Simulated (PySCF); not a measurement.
SrH, PBE0: how much the basis matters

PySCF, UKS reference; doublet, unpaired electrons σ ↑; De to Sr + H without counterpoise correction.

| basis | relativity | functions | Re (Å) | ωe (cm⁻¹) | De (eV) | μ (D) |
| --- | --- | --- | --- | --- | --- | --- |
| def2-SVP | scalar-relativistic core potentials | 28 | 2.155 | 1191 | 1.75 | -3.01 |
| def2-SVPD | scalar-relativistic core potentials | 34 | 2.150 | 1189 | 1.75 | -3.06 |
| def2-TZVP | scalar-relativistic core potentials | 39 | 2.139 | 1192 | 1.77 | -3.03 |
| def2-TZVPP | scalar-relativistic core potentials | 54 | 2.133 | 1207 | 1.80 | -2.99 |
| x2c-SVPall | spin-free X2C | 55 | 2.105 | 1214 | 1.81 | -3.12 |
| x2c-TZVPall | spin-free X2C | 69 | 2.128 | 1208 | 1.80 | -2.97 |

How does each smaller set differ from the one with most functions, x2c-TZVPall?

def2-SVP: +2.7 pm, -1.4 % in ωe, -0.05 eV in De; def2-SVPD: +2.2 pm, -1.6 % in ωe, -0.05 eV in De; def2-TZVP: +1.1 pm, -1.3 % in ωe, -0.03 eV in De; def2-TZVPP: +0.5 pm, -0.1 % in ωe, +0.00 eV in De; x2c-SVPall: -2.3 pm, +0.5 % in ωe, +0.01 eV in De. All at PBE0; the set with most functions is neither the basis-set limit nor always the best. The rows treat relativity differently, so the differences are not basis effects alone.

A positive dipole means Sr(−)H(+). Spin–orbit coupling is left out. The state was picked by a PBE0 search and need not be the measured ground state.
